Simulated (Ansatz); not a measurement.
Cost and result up the ladder for B5As5H18, a cluster cut from wurtzite BAs (hydrogen-capped) (28 atoms). Total charge 0; singlet. Geometry: PBE-D4/def2-SVP.

```
atom   x (Å)   y (Å)   z (Å)
 As1  -0.675  -1.221  -3.191
  B2  -1.088   0.619  -2.383
 As3   0.012   0.824  -0.649
  B4  -0.256   2.669   0.236
 As5   0.942   2.764   1.899
  B6  -0.958  -2.897  -2.031
 As7   0.007  -2.533  -0.251
  B8  -0.318  -0.735   0.676
 As9   0.834  -0.494   2.353
 B10   0.749   1.309   3.341
 H11  -1.456  -1.431  -4.482
 H12   0.737  -1.246  -3.775
 H13  -0.780   1.506  -3.164
 H14  -2.264   0.596  -2.046
 H15   1.497   0.692  -1.017
 H16   0.047   3.546  -0.558
 H17  -1.412   2.696   0.637
 H18   2.411   2.881   1.496
 H19   0.792   4.110   2.596
 H20  -0.500  -3.903  -2.548
 H21  -2.149  -2.932  -1.752
 H22   1.515  -2.722  -0.395
 H23  -0.268  -3.671   0.727
 H24  -1.492  -0.691   1.015
 H25   2.274  -0.854   1.991
 H26   0.560  -1.631   3.332
 H27  -0.395   1.389   3.768
 H28   1.637   1.362   4.177
```

Ansatz on 4 threads of Arm Neoverse V2 on a shared host. Times are rough, and most runs start from the orbitals of an earlier one. PBE0-D4/def2-SVP serves as the yardstick here, not as an exact answer. Differences are given only for rows in sets of like size (and for xTB, whose basis is part of the method), since another set adds its own error. Binding counts from free atoms at the same level (As quartet, B doublet, H doublet; other spins of the atoms weren't run), without zero-point energy or a counterpoise term.

The 6-31G sets use Cartesian d functions. B3LYP takes the VWN-RPA correlation. Correlated methods freeze 50 core orbitals; core or outer-core shells of As are correlated, in sets that lack core-valence functions.

Correlated methods converge slowly with the basis, most of all in double-zeta sets.

```csv
level,functions,binding energy per atom (eV),difference from PBE0-D4/def2-SVP (eV)
HF/6-31G,226,2.10,–
PBE0-D4/def2-SVP (with forces),320,3.18,0.00
PBE-D4/def2-SVP,320,3.20,0.02
B3LYP-D4/6-31G,226,3.09,–
r2SCAN-D4/def2-SVP,320,3.18,0.00
MP2/def2-SVP,320,2.93,-0.24
```

Question: Estimate how long each takes.

Answer: HF/6-31G 8 s; PBE-D4/def2-SVP 9 s; B3LYP-D4/6-31G 12 s; r2SCAN-D4/def2-SVP 19 s; PBE0-D4/def2-SVP (with forces) 26 s; MP2/def2-SVP 28 s. On shared hardware such times vary by a factor of up to 3.
